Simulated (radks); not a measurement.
The numbers below are computed, except where a source is named.
How relativity changes the ionisation of neutral beryllium ([He] 2s2) to Be+ ([He] 2s1). Spin-unpolarised spherical Kohn-Sham, BLYP, point nucleus unless stated (finite: rms radius 2.519 fm), a radial shooting solver on a logarithmic mesh with Libxc functionals. A level marked "c x" has the speed of light scaled by that factor.

| level | E(Be) (hartree) | E(Be+) (hartree) | IE (eV) | HOMO | <r> HOMO (bohr) |
|---|---|---|---|---|---|
| non-rel. | -14.66151 | -14.31470 | 9.437 | 2s | 2.605 |
| scalar-rel. | -14.66446 | -14.31759 | 9.439 | 2s | 2.605 |
| scalar-rel., finite nucleus | -14.66446 | -14.31759 | 9.439 | 2s | 2.605 |
| Dirac | -14.66446 | -14.31759 | 9.439 | 2s1/2 | 2.605 |
| Dirac, finite nucleus | -14.66446 | -14.31759 | 9.439 | 2s1/2 | 2.605 |
| Dirac, c x 0.85 | -14.66559 | -14.31870 | 9.439 | 2s1/2 | 2.604 |
| Dirac, c x 1.25 | -14.66339 | -14.31655 | 9.438 | 2s1/2 | 2.605 |
| Dirac, c x 100 | -14.66151 | -14.31470 | 9.437 | 2s1/2 | 2.605 |

NIST Atomic Spectra Database: 9.323 eV (measured). The relativistic part of the total energy of Be is -0.002948 hartree (Dirac, finite nucleus), 0.02 % of the non-relativistic value. Spin polarisation and multiplet splitting of open shells are left out at every level.

Beside tabulated values, note that spin-unpolarised runs miss the spin-polarisation part of the exchange energy of open shells.
